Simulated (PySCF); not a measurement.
Gas-phase reaction: 3 ZnH₂ + C₃H₄ (propyne) ⇌ 3 ZnCH₃ + H

Computed with PySCF (xtb for GFN2) and rigid-rotor harmonic-oscillator thermochemistry at 1 bar. † marks an energy on the PBE0/def2-TZVP geometry and frequencies; other levels use their own. CCSD(T) freezes the core. 6-31G* has spherical d functions here. Open shells (unrestricted): ZnCH₃ (multiplicity 2), H (multiplicity 2); the rest are closed-shell singlets. GFN2 has no spin-polarisation term. B3LYP is the form with VWN-RPA correlation. Zn: all electrons, no relativistic terms. ZnH₂, ZnCH₃: computed as isolated molecules; such fragments, hydroxides, amides, oligomers or adducts are transient or little studied in the gas. CCSD(T) isn't extrapolated to the basis-set limit; its ΔH°(298 K) is 205.2 kJ in def2-SVP and 208.1 kJ in def2-TZVPP. The harmonic model lacks anharmonicity and excited electronic states, which grow with temperature; levels with a mode under 35 cm⁻¹ are left out.

```
level               ΔE electronic, kJ  ΔH°(298 K), kJ  ΔS°(298 K), J/K  ΔG°(1000 K), kJ
------------------  -----------------  --------------  ---------------  ---------------
B3LYP/6-31G*                       91             129               18              118
B3LYP/def2-TZVP†                  171             202               29              175
BLYP/def2-TZVP†                   177             207               29              181
CCSD(T)/def2-SVP†                 174             205               29              179
GFN2-xTB                          618             657               31              631
HF/def2-TZVP†                      49              80               29               53
PBE0/def2-SVP†                    128             159               29              132
PBE0/def2-TZVP                    132             163               29              136
ωB97M-V/def2-TZVP†                197             227               29              201
ωB97X-V/def2-TZVP†                200             231               29              204
```
ΔH° is lowest at HF/def2-TZVP† and highest at GFN2-xTB. No reference value is set beside these.
